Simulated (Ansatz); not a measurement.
Results of the Gaussian-basis code of Ansatz.

CH4AlNO, SMILES `N=[C](O)[AlH2]` at its PBE0-D4/def2-TZVP geometry, where that method's forces vanish. The species carries charge 0 and has multiplicity 1.

```csv
atom,x (Å),y (Å),z (Å)
N1,1.324,-0.257,0.826
C2,0.301,0.324,0.342
O3,0.066,1.605,0.693
Al4,-0.991,-0.523,-0.906
H5,1.401,-1.214,0.495
H6,0.780,1.866,1.299
H7,-0.626,-2.025,-1.258
H8,-2.255,0.224,-1.490
```

(1) For each bond, give half the difference of the two atoms' forces along it (eV/Å; positive pushes the atoms apart) under PBE-D4, r2SCAN-D4, B3LYP-D4, ωB97M-V in def2-TZVPP. (Estimate.)

## Answers

(1) The calculation gave: 
| bond | length (Å) | PBE-D4 | r2SCAN-D4 | B3LYP-D4 | ωB97M-V |
| --- | --- | --- | --- | --- | --- |
| N1–C2 | 1.271 | 0.63 | 0.33 | 0.11 | -0.04 |
| N1–H5 | 1.016 | 0.15 | -0.03 | -0.07 | -0.04 |
| C2–O3 | 1.350 | 0.28 | 0.27 | 0.29 | 0.33 |
| C2–Al4 | 1.987 | -0.27 | -0.20 | -0.07 | -0.04 |
| O3–H6 | 0.972 | 0.46 | 0.03 | -0.03 | -0.15 |
| Al4–H7 | 1.585 | 0.07 | -0.02 | -0.08 | -0.12 |
| Al4–H8 | 1.581 | 0.05 | -0.02 | -0.08 | -0.12 |

B3LYP here is the variant with VWN-RPA as its local correlation; programs differ in this.
